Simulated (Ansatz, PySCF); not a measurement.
This PySCF input computes a r2SCAN/def2-TZVPD energy:

```python
from pyscf import gto, scf, dft

mol = gto.M(
    atom='''
    Be   -0.00000000   -0.00000000   -0.88442103
    O     0.00000000    0.00000000    0.44221052
    ''',
    basis='def2-tzvpd',
    charge=0,
    spin=0,
    verbose=4,
)

mf = dft.RKS(mol, xc='r2scan').density_fit(auxbasis='def2-universal-jkfit')
mf.grids.level = 4
mf.conv_tol = 1e-9
mf.max_cycle = 100
mf.max_memory = 1500
mf.kernel()
if not mf.converged:
    mf = mf.newton()
    mf.kernel(mf.make_rdm1())
mf.analyze()
```

Task: Write an input for the same energy in Ansatz (a first-principles code) and say what it gives.

Result: 
Ansatz 0.2 input:
```yaml
crystal:
  periodic: [false, false, false]
  atoms:
    - {symbol: Be, position_ang: [-0.00000000, -0.00000000, -0.88442103]}
    - {symbol: O, position_ang: [0.00000000, 0.00000000, 0.44221052]}
basis:
  gaussian:
    orbitals: def2-TZVPD
hamiltonian:
  xc: {name: r2SCAN}
output: {forces: true}
```
It gives -89.88425 Eh, and PySCF -89.88428 Eh, a difference of 0.03 mEh, from the treatment of integrals and grids.
